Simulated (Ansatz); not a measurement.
F4Se, SMILES `F[Se](F)(F)F`. Total charge 0; spin multiplicity 1. Correlated methods include outer-core shells of Se, which these sets cover unevenly. Scalar relativity is left out up to krypton.

```xyz
5

F     0.717   -1.226   -0.083
Se    0.217    0.344    0.297
F    -1.215    0.438   -0.597
F     1.045    0.845   -1.190
F    -0.764   -0.400    1.574
```

Question: Give the diagnostics of a CCSD(T)/def2-TZVPP run (frozen core, the Gaussian-basis code of Ansatz). (An estimate is asked.)

Answer: The calculation gave: T1 = 0.0141, largest single amplitude 0.036, largest double 0.048, (T) share of the correlation energy 3.3 %, 9 CCSD cycles. The RHF solution is stable towards an unrestricted one. T1 lies under the customary mark of 0.02 for closed shells.
